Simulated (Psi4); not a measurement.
Noncovalent pair: C2H4 (SMILES C=C) (first 6 atoms) with N2 (SMILES N#N); geometry from B3LYP-D3(BJ)/def2-TZVP.
(charge 0, multiplicity 1):
```xyz
8

C     -0.14217     0.73373    -0.10530
C      0.30826    -0.51102    -0.14968
H      0.36212     1.54138    -0.62195
H     -1.03483     0.99602     0.44961
H     -0.19744    -1.31709     0.36769
H      1.20052    -0.77484    -0.70457
N      0.15795    -0.12084     3.87783
N     -0.65374    -0.54854     3.28796
```

These are SAPT0/jun-cc-pV(D+d)Z in Psi4 values and carry that method's errors.

Task: Give the four SAPT terms and the total, and say what mostly holds the pair together.

Result: electrostatics -0.50, exchange 1.08, induction -0.07, dispersion -0.74, total -0.24 kcal/mol; the largest attraction is dispersion.
